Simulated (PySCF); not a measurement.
A calculated (r2SCAN, PySCF 2.14, aug-cc-pV(D+d)Z, the non-relativistic Hamiltonian (point nucleus)) atom or ion has these occupied shells.

| shell | electrons | orbital energy (eV) | rms radius, mean of both spins (bohr) |
| --- | --- | --- | --- |
| 1s α | 1 | -3136.8 | 0.0998 |
| 1s β | 1 | -3136.5 | 0.0998 |
| 2s α | 1 | -314.40 | 0.451 |
| 2s β | 1 | -314.22 | 0.451 |
| 2p α | 3 | -247.36 | 0.420 |
| 2p β | 3 | -247.02 | 0.420 |
| 3s α | 1 | -38.388 | 1.49 |
| 3s β | 1 | -36.443 | 1.49 |
| 3p α | 3 | -23.230 | 1.69 |
| 3p β | 2 | -21.985 | 1.69 |

Q: Name the element and its charge.

A: Ar⁺ (argon, charge +1), in [Ne] 3s2 3p5, 2P determinant.
